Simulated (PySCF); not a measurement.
# Frontier orbitals and the lowest excitations

Compound: CH7BFP.
Cartesian coordinates in Å at the PBE0-D3(BJ)/def2-SVP level; atoms count from 1:
```
atom  x, y, z in Å
F1    -0.539   -1.317    0.089
C2    -1.301   -0.172    0.404
B3    -0.389    1.172    0.308
P4     1.381    0.541   -0.168
H5    -2.151   -0.154   -0.297
H6    -1.711   -0.332    1.415
H7    -0.648    1.945   -0.605
H8    -0.183    1.769    1.357
H9     2.053   -0.338    0.712
H10    2.347    1.567   -0.295
H11    1.557   -0.134   -1.397
```

The calculation used TDDFT CAM-B3LYP/def2-SVPD, vertical, gas phase, core orbitals frozen in the response (PySCF 2.14.0, density-fitted response routines).

Frontier orbitals with the atoms that hold most of them (Löwdin shares over 4%, at most four atoms; ? is withheld):

| orbital | ε (eV) | atoms |
| --- | --- | --- |
| LUMO+2 | 1.59 | P4 43%, H9 17%, H11 17%, H10 8% |
| LUMO+1 | 1.44 | B3 39%, P4 14%, H9 8%, H11 8% |
| LUMO | 0.72 | P4 25%, B3 20%, H10 14%, H11 13% |
| HOMO | -9.58 | ? |
| HOMO-1 | -9.70 | ? |
| HOMO-2 | -10.35 | P4 30%, B3 30%, H8 9%, H7 8% |
| HOMO-3 | -11.28 | F1 42%, C2 20%, B3 12%, H6 8% |

Give the leading atoms of the HOMO-1.

C2 (bonded to B, F and 2 H) 29%; B3 (bonded to C, P and 2 H) 26%; F1 (bonded to C) 25%; H8 (bonded to B) 5%.

Which atoms hold the HOMO, and with what shares?

B3 (bonded to C, P and 2 H) 30%; H7 (bonded to B) 17%; H8 (bonded to B) 16%; C2 (bonded to B, F and 2 H) 12%. By element: hydrogen 33% or more, boron 30%, carbon 12%.

How does S1 compare with the orbital gap of 10.30 eV?

S1 is at 7.41 eV (f = 0.0013), 2.89 eV below the gap, made of HOMO→LUMO (93%). 

One configuration dominates each of S1, S2 and S3. Which, and how do the shares of the two leading atoms of either orbital change from the occupied to the empty one?

- S1 (7.41 eV, f 0.0013), HOMO→LUMO (93%): B3 30% → 20%, H7 17% → at most 14%, P4 at most 13% → 25%
- S2 (7.45 eV, f 0.0040), HOMO-1→LUMO (83%): C2 29% → at most 14%, B3 26% → 20%, P4 at most 5% → 25%
- S3 (7.91 eV, f 0.026), HOMO→LUMO+1 (89%): B3 30% → 39%, H7 17% → at most 8%, P4 at most 13% → 14%

Löwdin shares depend on the basis, the more so with diffuse functions.

One conformer stands for the species.
